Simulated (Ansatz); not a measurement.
Two isomers of C2H5ClSSi: A = `C=C(Cl)[SiH2]S`, B = `C=C(Cl)S[SiH3]`.

Program: Ansatz. Geometries: PBE0-D4/def2-TZVP. ΔE: electronic, gas phase. CCSD(T)/CBS adds triple-zeta CCSD(T) − MP2 to the extrapolated MP2 energy (def2 sets, frozen cores). Functionals use def2-TZVPP. B3LYP here is the variant with VWN-RPA as its local correlation; programs differ in this. One conformer a species, not always the lowest.

Question: Which is lower in electronic energy at CCSD(T)/CBS, and by how much? (Best estimate.)

Answer: Ansatz gave: A, by 53.4 kJ/mol.

Question: Give E(B) − E(A) in kJ/mol with HF/def2-TZVPP, B3LYP-D4, B2PLYP, PBE0-D4, CCSD/def2-TZVPP, MP2/def2-TZVPP, r2SCAN-D4. (Estimate.)

Answer: Computed: HF/def2-TZVPP 62.4, B3LYP-D4 50.5, B2PLYP 52.5, PBE0-D4 49.7, CCSD/def2-TZVPP 56.7, MP2/def2-TZVPP 50.7, r2SCAN-D4 49.9. None reverses the order clearly.

Largest T1 diagnostic: 0.012.

From PBE to PBE0 (25 % exact exchange), in def2-TZVPP and without D4, E(B) − E(A) moves by +4.0 kJ/mol. In def2-TZVPP, CCSD(T) changes the Hartree–Fock value by −8.4 kJ/mol (the triples alone add −2.7 kJ/mol) and MP2 by −11.8 kJ/mol.
